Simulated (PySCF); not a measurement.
## Ionisation energy of Ag by level of theory

Ag [Kr] 4d10 5s1 (2S) → Ag⁺ [Kr] 4d10 (1S), as a difference of total energies. Computed with PySCF 2.14 in def2-QZVPPD with the def2 core potential (28 electrons), with scalar relativity through the core potential. Correlated levels: valence: 4s2 4p6 frozen. The calculations carry no spin-orbit coupling.

```tsv
method	ionisation energy (eV)	error (eV)
UHF	6.359	-1.217
MP2 (valence)	7.461	-0.115
SCS-MP2 (valence)	7.294	-0.282
CCSD (valence)	7.315	-0.261
CCSD(T) (valence)	7.420	-0.156
```

Reference: 7.576 eV (measured; NIST Atomic Spectra Database, ionization energies).

Errors of the correlated levels include the incompleteness of this basis and the frozen core.
